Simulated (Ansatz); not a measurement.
Ansatz results at the PBE0-D4/def2-TZVP geometry: size of the dipole moment (ωB97M-V/def2-TZVPP) 3.98 D; HOMO–LUMO gap (ωB97M-V/def2-TZVPP) 10.66 eV; HOMO energy (ωB97M-V/def2-TZVPP) -9.58 eV.

Each molecule was computed in one conformer, which needn't be the lowest.

Q: Which molecule gave them?
A. `C[O][W]([NH2])(=[O])=[S]`
B. `[O]=[W](=[O])([OH])[Cl]`
C. `C[O][W](=[O])(=[O])[N](C)C`
D. `C[O][W]([OH])([Cl])([O]C)([O]C)[O]C`

A: C. The others give `C[O][W]([NH2])(=[O])=[S]`: 4.27, 9.53, -9.50; `C[O][W]([OH])([Cl])([O]C)([O]C)[O]C`: 2.19, 10.08, -10.15; `[O]=[W](=[O])([OH])[Cl]`: 3.19, 11.44, -11.68.
